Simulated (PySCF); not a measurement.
**CH6NO4PSi**

CH6NO4PSi is a carbene (divalent C1, bonded to 1 N + 1 O), neutral, triplet. The structure, one conformer, was relaxed in the gas phase by PBE0-D3(BJ)/def2-SVP. No frequency run checks that it is a minimum.

This triplet is an excited state: in a carbene with lone-pair donors on the centre (O, N) the singlet is known to lie well below it (the gap isn't computed here), so the molecule in its ground state shows no EPR spectrum.

SMILES: O=P(O)(O)O[C]N[SiH3]

Coordinates in Å:
```
C1      0.224   -1.049    1.305
N2     -1.065   -0.903    0.914
Si3    -1.658   -1.095   -0.743
O4      1.135   -0.050    1.497
P5      1.548    0.997    0.325
O6      2.879    1.595    0.493
O7      0.298    1.999    0.313
O8      1.282    0.173   -1.038
H9     -1.743   -0.684    1.648
H10    -0.814   -2.115   -1.423
H11    -3.068   -1.569   -0.620
H12    -1.652    0.178   -1.521
H13     0.594    2.900    0.126
H14     2.034   -0.391   -1.262
```

EPR values by unrestricted B3LYP, IGLO-III on C N O P Si, pcH-1 on H.

(1) Predict g and the largest hyperfine couplings. Where does the spin sit?

(2) How do the isotropic couplings move with BHandHLYP?

## Answers

(1) g = 2.0017, 2.0025, 2.0026. The zero-field splitting dominates the spectrum: D = 0.57 cm⁻¹, |E| = 0.11 cm⁻¹ (spin-spin and spin-orbit parts, DFT, rough). The spin sits on C1 (85 %, bonded to 1 N + 1 O) by Mulliken populations.
| atom | isotope | isotropic (MHz) | dipolar, principal values (MHz) |
| --- | --- | --- | --- |
| C1 | 13C | 432.0 | -68.7, 2.1, 66.6 |
| P5 | 31P | 131.3 | -10.1, -7.2, 17.3 |
| O4 | 17O | -93.3 | -18.3, 4.4, 13.9 |
| H9 | 1H | 72.6 | -7.5, -5.1, 12.6 |
| Si3 | 29Si | -38.6 | -5.6, 2.4, 3.2 |
| N2 | 14N | 19.9 | -4.6, -4.4, 9.0 |

(2) C1 432.0 to 468.4 MHz, P5 131.3 to 112.3 MHz, O4 -93.3 to -92.5 MHz, H9 72.6 to 71.4 MHz.
